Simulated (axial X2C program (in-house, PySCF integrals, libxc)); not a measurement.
**Ω levels of VF⁺ from open-shell CI on d3 s0 p(π)0**

Calculated with an in-house all-electron X2C program for linear molecules (integrals from PySCF): two-component X2C with atomic mean-field Coulomb and Gaunt terms, basis V dyall-v3z, F dyall-v3z (cores contracted in-house). Orbitals come from Hartree–Fock averaged over the configuration V d3 s0 p(π)0; CI then distributes these electrons over the d, s, p(π) shells of V. The speed of light was multiplied by 2, so these are model numbers.

R = 1.793 Å (near the minimum of the configuration average).

Active spinors (ω > 0):

```
shell    ω  ε (eV)                character
    d  3/2   -7.19                 100% V d
    d  5/2   -7.19                 100% V d
    d  1/2   -6.64                  96% V d
    d  3/2   -6.63                  96% V d
    d  1/2   -6.48  85% V d, 9% V s, 4% F p
    s  1/2   -6.12         67% V s, 29% V p
 p(π)  1/2   -3.52          93% V p, 4% V d
 p(π)  3/2   -3.52          93% V p, 4% V d
```

Lowest levels of this model:

| Ω | energy (cm⁻¹) | g∥ | configuration |
| --- | --- | --- | --- |
| 1/2 | 0 | 3.99 | 100% d3 |
| 1/2 | 13 | 0.02 | 100% d3 |
| 3/2 | 27 | 4.00 | 100% d3 |
| 5/2 | 43 | 8.00 | 100% d3 |
| 1/2 | 892 | 2.00 | 100% d3 |
| 3/2 | 918 | 2.00 | 100% d3 |
| 5/2 | 944 | 6.00 | 100% d3 |
| 7/2 | 969 | 10.01 | 100% d3 |
| 3/2 | 1885 | 6.01 | 100% d3 |
| 1/2 | 1886 | 2.00 | 100% d3 |
| 3/2 | 5202 | 0.01 | 100% d3 |
| 5/2 | 5245 | 4.00 | 100% d3 |
| 7/2 | 5288 | 8.00 | 100% d3 |
| 9/2 | 5330 | 12.01 | 100% d3 |
| 9/2 | 14112 | 8.01 | 100% d3 |
| 11/2 | 14165 | 12.00 | 100% d3 |
| 7/2 | 14326 | 8.00 | 100% d3 |
| 5/2 | 14334 | 4.01 | 100% d3 |
| 7/2 | 14858 | 6.00 | 100% d3 |
| 9/2 | 14907 | 9.99 | 100% d3 |
| 9/2 | 18959 | 10.00 | 100% d3 |

g∥ is the magnitude of 2⟨Lz + ge Sz⟩ for the +Ω component.

(1) From Ω and g∥ of the lowest level, whose 2⟨Lz + ge Sz⟩ is positive, find ⟨Sz⟩ and ⟨Lz⟩ (ge = 2.0023).

Occupations of the active spinors in the lowest level by ω, shell by shell in order of energy: -5/2: 0.00; -3/2: 1.00 0.00 0.00; -1/2: 0.73 0.00 0.00 0.00; 1/2: 0.00 0.26 0.00 0.00; 3/2: 0.00 0.26 0.00; 5/2: 0.74. The leading determinant has weight 0.73 among 97.

This point took 0.49 s on 1 thread of Arm Neoverse V1 (shared host).

Dynamic correlation is missing, so gaps between terms are too wide and other configurations may lie lower; the lowest level listed is that of this model, not necessarily the ground state. For d shells the ligand-field splittings (σ, π, δ) and their order can be off by a thousand cm⁻¹ or more. At most 4 roots were kept for each Ω > 0 (twice that for Ω = 0) within 3.2 eV of the lowest, so higher up levels can be missing between those listed; levels with Ω > 0 are doubly degenerate and listed once, Ω = 0 levels singly. States that fill the shells left empty in the average are placed too high.

Answers

(1) Ω = ⟨Lz⟩ + ⟨Sz⟩ = 1/2 and ⟨Lz⟩ + ge⟨Sz⟩ = 1.995, so ⟨Sz⟩ = 1.49 and ⟨Lz⟩ = -0.99.
